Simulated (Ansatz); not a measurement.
Ge5H7⁺, relaxed as a singlet with RKS r2SCAN-D4/def2-SVP in Ansatz, starting from the GFN2-xTB geometry. Force threshold 0.02 eV/Å.

Another isomer (singlet) lies 0.33 eV lower at PBE0-D4/def2-TZVP; other spin states weren't run for this one.

Start:

```xyz
12

Ge    1.4335   -0.4193    0.7831
Ge    0.0578   -2.8529   -0.1488
Ge   -0.0124    1.5056    1.4690
Ge   -0.4129   -0.4806   -1.0656
Ge   -1.6368    1.6769   -0.4201
H     1.0154   -2.9646   -1.4439
H    -3.1358    1.6202   -0.1073
H     1.7428   -1.4090    1.9289
H     0.6553    0.3092   -1.9172
H    -1.0069    0.4688    2.1684
H    -1.5642    2.7207   -1.5368
H     2.8644   -0.1749    0.2902
```

| step | energy (eV) | largest force component (eV/Å) | SCF passes |
| --- | --- | --- | --- |
| 1 | -282661.3255 | 1.261 | 19 |
| 2 | -282661.7683 | 0.433 | 26 |
| 3 | -282661.8771 | 0.384 | 21 |
| 4 | -282661.9113 | 0.096 | 20 |
| 5 | -282661.9285 | 0.092 | 20 |
| 6 | -282661.9468 | 0.217 | 21 |
| 7 | -282661.9549 | 0.148 | 19 |
| 8 | -282661.9592 | 0.069 | 21 |
| 9 | -282661.9606 | 0.026 | 22 |
| 10 | -282661.9613 | 0.017 | 20 |

Force components are those of the run's own axes.

End:

```
atom    x (Å)    y (Å)    z (Å)
 Ge1   1.6303  -0.1627   0.8126
 Ge2  -0.4614  -2.7398  -0.1606
 Ge3  -0.2362   1.1753   1.4569
 Ge4  -0.2179  -0.4275  -0.9978
 Ge5  -1.5857   1.6101  -0.4739
  H6   0.6597  -3.1371  -1.2175
  H7  -3.0750   1.4683  -0.1763
  H8   1.9044  -1.2991   1.8033
  H9   0.7742   0.2655  -1.9698
 H10  -1.0752   0.1286   2.2468
 H11  -1.1805   2.7171  -1.4410
 H12   2.8632   0.4014   0.1172
```

By distances, no bond broke or formed. The bond that changes most is Ge1–Ge3, from 2.50 to 2.39 Å (atoms count from 1).

No frequencies were taken in this run, so the end may be a saddle point.

It took 42 s on 4 threads of Intel Xeon Platinum 8259CL on a shared host.
